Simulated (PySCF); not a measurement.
H$_{5}$BN, charge +1, singlet, at a GFN2-xTB geometry; PySCF with WB97M-V/aug-cc-pVDZ.

Here is a job for PySCF.
```python
from pyscf import gto, scf, dft

mol = gto.Mole()
mol.atom = '''
    B     0.882639    0.092840   -0.007377
    N    -0.616010   -0.067843   -0.009475
    H     1.537489   -0.852543    0.171414
    H     1.320212    1.160973   -0.156671
    H    -0.930545    0.076520    0.961326
    H    -0.927964   -1.006052   -0.287862
    H    -1.100315    0.631803   -0.584997
'''
mol.basis = 'aug-cc-pvdz'
mol.charge = 1
mol.spin = 0
mol.verbose = 4
mol.build()

mf = dft.RKS(mol)
mf.xc = 'wb97m_v'
mf.grids.atom_grid = (99, 590)
mf.grids.prune = None
mf.kernel()
```

Question: Write the output that PySCF gives for this input, abridged.

Answer: 
```
PySCF version 2.14.0

[INPUT] verbose = 4
[INPUT] num. atoms = 7
[INPUT] num. electrons = 16
[INPUT] charge = 1
[INPUT] spin (= nelec alpha-beta = 2S) = 0
[INPUT] symmetry False subgroup None
[INPUT] Mole.unit = angstrom
[INPUT] Symbol           X                Y                Z      unit          X                Y                Z       unit  Magmom
[INPUT]  1 B      0.882639000000   0.092840000000  -0.007377000000 AA    1.667945976860   0.175442173405  -0.013940509621 Bohr   0.0
[INPUT]  2 N     -0.616010000000  -0.067843000000  -0.009475000000 AA   -1.164090189993  -0.128204689469  -0.017905155030 Bohr   0.0
[INPUT]  3 H      1.537489000000  -0.852543000000   0.171414000000 AA    2.905433129531  -1.611072779415   0.323925513916 Bohr   0.0
[INPUT]  4 H      1.320212000000   1.160973000000  -0.156671000000 AA    2.494839106364   2.193921008015  -0.296065281662 Bohr   0.0
[INPUT]  5 H     -0.930545000000   0.076520000000   0.961326000000 AA   -1.758475196583   0.144601843052   1.816642856424 Bohr   0.0
[INPUT]  6 H     -0.927964000000  -1.006052000000  -0.287862000000 AA   -1.753597813456  -1.901162747071  -0.543980341670 Bohr   0.0
[INPUT]  7 H     -1.100315000000   0.631803000000  -0.584997000000 AA   -2.079294000751   1.193934634679  -1.105484113692 Bohr   0.0

nuclear repulsion = 36.9895239512442
number of shells = 41
number of NR pGTOs = 125
number of NR cGTOs = 91
basis = aug-cc-pvdz
ecp = {}

******** <class 'pyscf.dft.rks.RKS'> ********
method = RKS
initial guess = minao
damping factor = 0
level_shift factor = 0
DIIS = <class 'pyscf.scf.diis.CDIIS'>
diis_start_cycle = 1
diis_space = 8
diis_damp = 0
SCF conv_tol = 1e-09
SCF conv_tol_grad = None
SCF max_cycles = 50
direct_scf = True
direct_scf_tol = 1e-13
XC library pyscf.dft.libxc version 7.1.2
    S. Lehtola, C. Steigemann, M. J. T. Oliveira, and M. A. L. Marques,  SoftwareX 7, 1–5 (2018)
XC functionals = wb97m_v
    N. Mardirossian and M. Head-Gordon,  J. Chem. Phys. 144, 214110 (2016)
radial grids:
    Treutler-Ahlrichs [JCP 102, 346 (1995); DOI:10.1063/1.469408] (M4) radial grids

becke partition: Becke, JCP 88, 2547 (1988); DOI:10.1063/1.454033
pruning grids: None
grids dens level: 3
symmetrized grids: False
atomic radii adjust function: <function treutler_atomic_radii_adjust>
User specified grid scheme (99, 590)
** Following is NLC and NLC Grids **
NLC functional = wb97m_v
radial grids:
    Treutler-Ahlrichs [JCP 102, 346 (1995); DOI:10.1063/1.469408] (M4) radial grids

becke partition: Becke, JCP 88, 2547 (1988); DOI:10.1063/1.454033
pruning grids: <function nwchem_prune>
grids dens level: 3
symmetrized grids: False
atomic radii adjust function: <function treutler_atomic_radii_adjust>
small_rho_cutoff = 0
Set gradient conv threshold to 3.16228e-05
Initial guess from minao.
tot grids = 408872
tot grids = 76992
init E= -82.6512436195231
  HOMO = -0.371527094066464  LUMO = -0.0485445658539096  gap/eV = 8.78880
cycle= 1 E= -82.259267425603  delta_E= 0.392  |g|= 0.26  |ddm|= 3.21
  HOMO = -0.69207823381382  LUMO = -0.238006645739672  gap/eV = 12.35592
cycle= 2 E= -82.2847689352733  delta_E= -0.0255  |g|= 0.138  |ddm|= 0.525
  HOMO = -0.677389849881559  LUMO = -0.211352933913445  gap/eV = 12.68151
cycle= 3 E= -82.2884585695047  delta_E= -0.00369  |g|= 0.0481  |ddm|= 0.175
  HOMO = -0.675223551013936  LUMO = -0.206809761803583  gap/eV = 12.74619
cycle= 4 E= -82.2889772133426  delta_E= -0.000519  |g|= 0.00533  |ddm|= 0.0691
  HOMO = -0.676249493021127  LUMO = -0.208128604692326  gap/eV = 12.73822
cycle= 5 E= -82.2889922345928  delta_E= -1.5e-05  |g|= 0.00157  |ddm|= 0.021
  HOMO = -0.675830815144842  LUMO = -0.20769407873035  gap/eV = 12.73865
cycle= 6 E= -82.2889932460072  delta_E= -1.01e-06  |g|= 0.00029  |ddm|= 0.00516
  HOMO = -0.675890988863858  LUMO = -0.207739394843641  gap/eV = 12.73905
cycle= 7 E= -82.2889932913492  delta_E= -4.53e-08  |g|= 3.85e-05  |ddm|= 0.00109
  HOMO = -0.675897149353935  LUMO = -0.207740496427395  gap/eV = 12.73919
cycle= 8 E= -82.2889932925575  delta_E= -1.21e-09  |g|= 5.98e-06  |ddm|= 0.000151
  HOMO = -0.675895969904209  LUMO = -0.207739977766943  gap/eV = 12.73917
cycle= 9 E= -82.2889932925804  delta_E= -2.3e-11  |g|= 1.33e-06  |ddm|= 2.47e-05
  HOMO = -0.675895835431875  LUMO = -0.20773989140376  gap/eV = 12.73917
Extra cycle  E= -82.2889932925805  delta_E= -8.53e-14  |g|= 4.54e-07  |ddm|= 4.88e-06
converged SCF energy = -82.2889932925805
```
